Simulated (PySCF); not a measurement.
Si(H)(NH2)3 (H7N3Si), SMILES N[SiH](N)N.

Coordinates come from a PBE0-D3(BJ)/def2-SVP optimisation. The values are those of a single conformer.

The numbers are results of CAM-B3LYP/def2-TZVP in PySCF, not measurements.

| Property | Result |
|---|---|
| total energy | -458.08119 hartree |
| point group | Cs |
| highest occupied level | -8.29 eV |
| lowest empty level | 1.81 eV |
| orbital gap | 10.10 eV |
| dipole moment | 1.11 D |
| quadrupole, principal values (traceless, Buckingham form, about the centre of nuclear charge) | -3.67, -1.76, 5.43 D·Å |
| mean static polarisability | 47.4 bohr³ (7.03 Å³) |
| polarisability, principal values | 43.5, 48.5, 50.2 bohr³ |
